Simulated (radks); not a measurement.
Results of a calculation; reference values are marked as such.
Task: These are the eigenvalues of the occupied orbitals of an atom or ion with whole-number occupations (hartree). Level of theory: non-relativistic Kohn-Sham, LB94 model potential, spin-polarised, spherical densities, point nucleus (a radial shooting solver on a logarithmic mesh with Libxc functionals).

1s up: -2224.106
1s down: -2224.106
2s up: -367.9222
2s down: -367.9167
2p up: -352.6606
2p down: -352.6501
3s up: -87.29576
3s down: -87.28523
3p up: -80.20253
3p down: -80.19175
3d up: -66.93714
3d down: -66.92951
4s up: -21.04290
4s down: -21.00228
4p up: -18.11892
4p down: -18.08108
4d up: -12.80444
4d down: -12.77301
5s up: -6.60612
5s down: -6.58259
4f up: -5.92812
4f down: -5.90623
5p up: -5.68361

Which element is it, and in what charge state? The configuration may be excited. Open shells, if any, are filled with parallel spins first.

Result: Z = 72, hafnium, charge +8: Hf8+ in [Kr] 4d10 4f13 5s2 5p3. The list shows which subshells hold electrons but not how many an open one holds; the 1s level, -2224.1 hartree, gives Z - s = 66.7 by -(Z - s)^2/2, which with screening narrows Z to a few neighbours, and the depths of the outer levels then fix element, charge and occupations together.
